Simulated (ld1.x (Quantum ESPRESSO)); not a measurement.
# Reading a pseudo-wave (O (Z = 8))

Columns: radius, all-electron u(r) and pseudo u(r) of the 2s shell (level -23.96 eV) of oxygen in the configuration [He] 2s2 2p4; PBE, scalar-relativistic, TM scheme, ld1.x (Quantum ESPRESSO) 7.5.

```
r (bohr)  all-electron   pseudo
   0.065        0.3801  -0.0653
   0.130        0.4026  -0.1324
   0.195        0.2598  -0.2032
   0.260        0.0536  -0.2801
   0.325       -0.1628  -0.3658
   0.390       -0.3629  -0.4627
   0.455       -0.5349  -0.5704
   0.520       -0.6753  -0.6822
   0.585       -0.7839  -0.7842
   0.650       -0.8633  -0.8633
   0.715       -0.9169  -0.9169
   0.780       -0.9485  -0.9485
   0.845       -0.9619  -0.9619
   0.910       -0.9607  -0.9607
   0.975       -0.9479  -0.9479
   1.040       -0.9262  -0.9262
   1.105       -0.8978  -0.8978
   1.170       -0.8645  -0.8645
   1.235       -0.8279  -0.8279
   1.300       -0.7891  -0.7891
   1.365       -0.7492  -0.7492
   1.430       -0.7090  -0.7090
   1.495       -0.6689  -0.6689
   1.560       -0.6295  -0.6295
   1.625       -0.5911  -0.5911
   1.690       -0.5540  -0.5540
```

(1) How many radial nodes do the two functions have?

(2) At about which radius was the pseudo-wave matched?

(3) Is the pseudo-wave norm-conserving?

## Answers

(1) The all-electron 2s function has n − l − 1 = 1; the pseudo-wave has 0, since the states of the same l below it are removed with the core.

(2) 0.65 bohr, where the columns begin to agree (steps of 0.07 bohr).

(3) Yes: the TM scheme keeps the norm inside the radius equal to the all-electron one, which fixes the energy derivative of the logarithmic derivative at the level.
